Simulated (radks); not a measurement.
Values are calculated unless marked as measured or tabulated.
Exchange energies: the exact (Fock) value of the Kohn-Sham orbitals and density-functional approximations, in hartree. Species: Ba [Xe] 6s2; Ir4+ [Xe] 4f14 5d5. Level of theory: non-relativistic Kohn-Sham, PBE, spin-polarised, spherical densities, point nucleus (a radial shooting solver on a logarithmic mesh with Libxc functionals). Every spin shell is full or empty, so the densities are truly spherical. Functionals are evaluated on that one density, not self-consistently.

| functional | Ba | Ir4+ |
|---|---|---|
| exact | -189.055 | -322.669 |
| LDA | -180.27 | -310.28 |
| B88 | -189.10 | -323.02 |
| PBE | -188.26 | -321.69 |
| PBEsol | -184.93 | -316.91 |
| revPBE | -188.50 | -321.99 |
| RPBE | -188.59 | -322.10 |
| PW91 | -189.05 | -322.95 |
| WC | -187.51 | -320.75 |
| AM05 | -180.82 | -310.97 |
| G96 | -189.73 | -324.30 |
| EV93 | -188.35 | -321.23 |
| APBE | -189.60 | -323.62 |
| SCAN | -189.30 | -322.98 |
| r2SCAN | -188.78 | -322.23 |
| MS2 | -187.89 | -320.65 |
